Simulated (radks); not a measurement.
Values are calculated unless marked as measured or tabulated.
The samarium ion Sm+ inside a hard spherical wall (all orbitals vanish at R), configuration held at [Xe] 4f6 6s1 and not refilled when levels cross. Level of theory: scalar-relativistic Kohn-Sham, LDA (Slater exchange, VWN5 correlation), spin-polarised, spherical densities, point nucleus; open shells are filled with parallel spins first (spin-orbit coupling, left out, can overturn this in heavy ions) (a radial shooting solver on a logarithmic mesh with Libxc functionals). Eigenvalues in eV for spin up, with the zero of energy where the potential of the charges vanishes at infinity; a dash marks a level that is unbound or too diffuse for the functional's potential to be trusted. A positive occupied level is held by the wall or, in an anion where self-interaction has pushed it up, behind a barrier. The pressure on the wall is -dE/dV.

R (bohr) = free: E (hartree) -10420.0214; kinetic (hartree) 11136.420; e(5s) -50.491; e(5p) -30.215; e(4f) -10.014; e(6s) -9.023; e(5d, empty) -7.833; e(6p, empty) -5.701; pressure (GPa) 0
R (bohr) = 15: E (hartree) -10420.0214; kinetic (hartree) 11136.420; e(5s) -50.491; e(5p) -30.215; e(4f) -10.014; e(6s) -9.023; e(5d, empty) -7.833; e(6p, empty) -5.701; pressure (GPa) < 0.0001
R (bohr) = 10: E (hartree) -10420.0211; kinetic (hartree) 11136.424; e(5s) -50.470; e(5p) -30.195; e(4f) -9.994; e(6s) -9.003; e(5d, empty) -7.815; e(6p, empty) -5.616; pressure (GPa) 0.00980
R (bohr) = 8: E (hartree) -10420.0174; kinetic (hartree) 11136.456; e(5s) -50.334; e(5p) -30.064; e(4f) -9.859; e(6s) -8.831; e(5d, empty) -7.687; e(6p, empty) -5.157; pressure (GPa) 0.176
R (bohr) = 7: E (hartree) -10420.0084; kinetic (hartree) 11136.515; e(5s) -50.120; e(5p) -29.859; e(4f) -9.643; e(6s) -8.476; e(5d, empty) -7.464; e(6p, empty) -4.401; pressure (GPa) 0.717
R (bohr) = 6: E (hartree) -10419.9807; kinetic (hartree) 11136.664; e(5s) -49.685; e(5p) -29.447; e(4f) -9.195; e(6s) -7.517; e(5d, empty) -6.946; e(6p, empty) -2.641; pressure (GPa) 3.00
R (bohr) = 5: E (hartree) -10419.8926; kinetic (hartree) 11137.076; e(5s) -48.789; e(5p) -28.608; e(4f) -8.221; e(6s) -4.849; e(5d, empty) -5.685; e(6p, empty) 1.651; pressure (GPa) 14.3
R (bohr) = 3.5: E (hartree) -10419.0621; kinetic (hartree) 11140.792; e(5s) -43.925; e(5p) -23.719; e(4f) -2.381; e(6s) 13.682; e(5d, empty) 2.247; e(6p, empty) 26.587; pressure (GPa) 286
R (bohr) = 3: E (hartree) -10417.8206; kinetic (hartree) 11146.086; e(5s) -38.715; e(5p) -17.922; e(4f) 3.969; e(6s) 34.585; e(5d, empty) 11.043; e(6p, empty) 51.879; pressure (GPa) 1010
R (bohr) = 2.5: E (hartree) -10414.3757; kinetic (hartree) 11159.547; e(5s) -27.085; e(5p) -4.258; e(4f) 17.025; e(6s) 80.336; e(5d, empty) 30.508; e(6p, empty) 104.16; pressure (GPa) 4240
R (bohr) = 2: E (hartree) -10403.4662; kinetic (hartree) 11197.726; e(5s) 3.910; e(5p) 32.655; e(4f) 45.268; e(6s) 190.88; e(5d, empty) 79.307; e(6p, empty) 224.75; pressure (GPa) 22400
